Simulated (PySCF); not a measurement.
Match the calculated data to a structure.

All candidates are C7H12.

- Triplet: lowest triplet excitation (Tamm–Dancoff): 6.76 eV [TDA PBE0/def2-SVPD]
- Dipole: 0.57 D [PBE0/def2-SVPD]
- UV, first state: lowest singlet excitation: 6.95 eV (178 nm, f = 0.001) [TDDFT PBE0/def2-SVPD]
- Polarisability: 78.3 au [PBE0/def2-SVPD]
- Rotational structure: rotational constants A, B, C: 5.479, 1.835, 1.606 GHz [GFN2-xTB]
- UV, strongest line: among the 6 lowest singlet transitions: S4 at 7.36 eV (168 nm, f = 0.035) [TDDFT PBE0/def2-SVPD]
- 1H NMR: chemical shifts (computed TMS as zero) by class: 1.88 (1 H), 1.68 (2 H), 1.11 (1 H), 0.87 (6 H), 0.47 (1 H), 0.08 (1 H) ppm [GIAO PBE0/pcSseg-1]
- 13C NMR: chemical shifts (computed TMS as zero) by class: 50.1 (1 C), 30.1 (1 C), 26.0 (1 C), 22.2 (2 C), 2.0 (2 C) ppm [GIAO PBE0/pcSseg-1]

Gas-phase values; electronic properties from PySCF, density fitting. Levels stand in brackets. Geometry: GFN2-xTB, one conformer, isolated molecule. NMR values are class means; diastereotopic atoms form classes of their own.

Question: Which candidate is it?
A. `C=C=CC(C)(C)C`
B. `C1C[C@H]2CC[C@@H]1C2`
C. `CC(C)[C@H]1[C@@H]2C[C@@H]21`
D. `C=CC1(C)CCC1`

Answer: C. It is `CC(C)[C@H]1[C@@H]2C[C@@H]21`. Numbering: `[CH3:1][CH:2]([CH3:3])[C@H:4]1[C@@H:5]2[CH2:6][C@H:7]12`. Its formula, C7H12, gives 2 degrees of unsaturation: 2 rings and 0 π bonds in the structure found. 7 carbons fall into 5 classes; from least to most shielded: three-membered-ring carbon [C4] (50.1 ppm), sp3 CH carbon [C2] (30.1 ppm), three-membered-ring carbon [C6] (26.0 ppm), methyl carbon [C1/C3] (22.2 ppm, 2 C, up to 7.2 ppm apart in this geometry), sp3 carbon at a ring junction [C5/C7] (2.0 ppm, 2 C, up to 2.6 ppm apart in this geometry). Hydrogen classes from least to most shielded: 1 H on an sp3 CH carbon, C2 (1.88 ppm), 2 H on 2 like atoms (sp3 carbon at a ring junction), C5/C7 (1.68 ppm), 1 H on a three-membered-ring carbon, C6 (1.11 ppm), 6 H on 2 methyl carbons, C1/C3 (0.87 ppm, a mean of values up to 0.8 ppm apart in this geometry), 1 H on a three-membered-ring carbon, C4 (0.47 ppm), 1 H on a three-membered-ring carbon, C6 (0.08 ppm). The optimised geometry has point group C1 and is an asymmetric top.

The others, at the same levels:
- `C=CC1(C)CCC1` fails: it has 6 carbon classes against 5; its computed 13C shifts are 160.8 (1 C), 116.7 (1 C), 40.8 (1 C), 33.2 (2 C), 32.0 (1 C), 14.1 (1 C) ppm, 1H shifts are 6.43 (1 H), 5.28 (1 H), 5.18 (1 H), 2.15 (2 H), 1.99 (1 H), 1.83 (1 H), 1.78 (2 H), 1.24 (3 H) ppm and rotational constant A is 4.076 GHz (against 5.479 GHz).
- `C1C[C@H]2CC[C@@H]1C2` fails: it has 3 carbon classes against 5; its computed 13C shifts are 39.8 (1 C), 39.8 (2 C), 32.5 (4 C) ppm, 1H shifts are 2.10 (2 H), 1.60 (4 H), 1.16 (4 H), 1.08 (2 H) ppm and rotational constant A is 3.766 GHz (against 5.479 GHz).
- `C=C=CC(C)(C)C` fails: its computed 13C shifts are 218.2 (1 C), 107.9 (1 C), 80.4 (1 C), 33.8 (1 C), 31.8 (3 C) ppm, 1H shifts are 5.40 (1 H), 4.98 (2 H), 1.09 (9 H) ppm and rotational constant A is 4.394 GHz (against 5.479 GHz).

Each candidate is one conformer, not necessarily the lowest. Dipoles, sizes and rotational constants follow the conformer. The torsions of the flexible species, by atom-mapped SMILES:
- `[CH3:1][CH:2]([CH3:3])[C@H:4]1[C@@H:5]2[CH2:6][C@H:7]12`: C1–C2–C4–C5 -151°
- `[CH2:1]=[CH:2][C:3]1([CH3:4])[CH2:5][CH2:6][CH2:7]1`: C1–C2–C3–C4 -96°
- `[CH2:1]=[C:2]=[CH:3][C:4]([CH3:5])([CH3:6])[CH3:7]`: C2–C3–C4–C5 -120°

The conformers of `C1C[C@H]2CC[C@@H]1C2` aren't listed.
